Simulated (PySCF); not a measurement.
# Bonding in `C=CC(=C)C(=C)[C@H](C)CF`

Compound: C₉H₁₃F.
Numbering: `[CH2:1]=[CH:2][C:3](=[CH2:4])[C:5](=[CH2:6])[C@H:7]([CH3:8])[CH2:9][F:10]` (hydrogens: H11, H12 on C1; H13 on C2; H14, H15 on C4; H16, H17 on C6; H18 on C7; H19, H20, H21 on C8; H22, H23 on C9)

Cartesian coordinates in Å at the GFN2-xTB level; atoms count from 1:
```
atom  x, y, z in Å
C1     1.7650   -0.2115    1.7907
C2     1.6682    0.7461    0.8766
C3     1.0651    0.5948   -0.4424
C4     1.2330    1.5305   -1.3771
C5     0.2849   -0.6384   -0.7255
C6     0.8818   -1.7404   -1.1512
C7    -1.2108   -0.5670   -0.5182
C8    -1.8687    0.4277   -1.4765
C9    -1.5318   -0.1842    0.9272
F10   -2.8851   -0.2743    1.1524
H11    2.2421   -0.0388    2.7400
H12    1.3872   -1.2051    1.6159
H13    2.0866    1.7247    1.0766
H14    1.7972    2.4275   -1.1805
H15    0.8337    1.4216   -2.3703
H16    0.3313   -2.6416   -1.3655
H17    1.9469   -1.7806   -1.3062
H18   -1.6345   -1.5603   -0.7015
H19   -1.6810    0.1391   -2.5076
H20   -1.4786    1.4300   -1.3146
H21   -2.9429    0.4416   -1.3075
H22   -1.2411    0.8487    1.1435
H23   -1.0533   -0.8632    1.6392
```

Bond orders from the PBE0/pcSseg-1 density (PySCF). The structure is a single GFN2-xTB conformer in the gas phase; no vibrational or solvent corrections.

How far do the computed orders between heavy atoms stray from the drawn ones?

The largest departure is 0.125, at C9–F10 (drawn single, 0.875). Drawn single, order below 0.88: C9–F10 (0.875).

Give the Mayer order of every bond, beside its length.

```csv
bond,drawn as,length (Å),Mayer order
C1–C2,double,1.327,1.921
C2–C3,single,1.458,1.088
C3–C4,double,1.333,1.910
C3–C5,single,1.486,1.001
C5–C6,double,1.324,2.004
C5–C7,single,1.512,0.984
C7–C8,single,1.530,1.025
C7–C9,single,1.529,1.011
C9–F10,single,1.375,0.875
C1–H11,single,1.076,0.943
C1–H12,single,1.077,0.935
C2–H13,single,1.083,0.953
C4–H14,single,1.078,0.940
C4–H15,single,1.076,0.940
C6–H16,single,1.077,0.935
C6–H17,single,1.077,0.946
C7–H18,single,1.095,0.932
C8–H19,single,1.087,0.967
C8–H20,single,1.088,0.952
C8–H21,single,1.087,0.958
C9–H22,single,1.095,0.937
C9–H23,single,1.094,0.955
```

Bonds between the same two heavy elements. C–C: lowest C5–C7 (0.984, 1.512 Å), highest C5–C6 (2.004, 1.324 Å); in 3 of the 28 pairs the longer bond (by over 0.003 Å) has the higher order (by 0.02 or more).

Sum the orders of all bonds at each heavy atom with more than one neighbour and set the sums beside the valence in the SMILES.

C1 3.799 (drawn 4), C2 3.962 (drawn 4), C3 3.999 (drawn 4), C4 3.790 (drawn 4), C5 3.989 (drawn 4), C6 3.885 (drawn 4), C7 3.952 (drawn 4), C8 3.902 (drawn 4), C9 3.778 (drawn 4). Orders between atoms that aren't bonded are not in these sums.

The Mayer order sums products of elements of PS (density times overlap matrix) between the two atoms' basis functions, so it depends on the basis set.
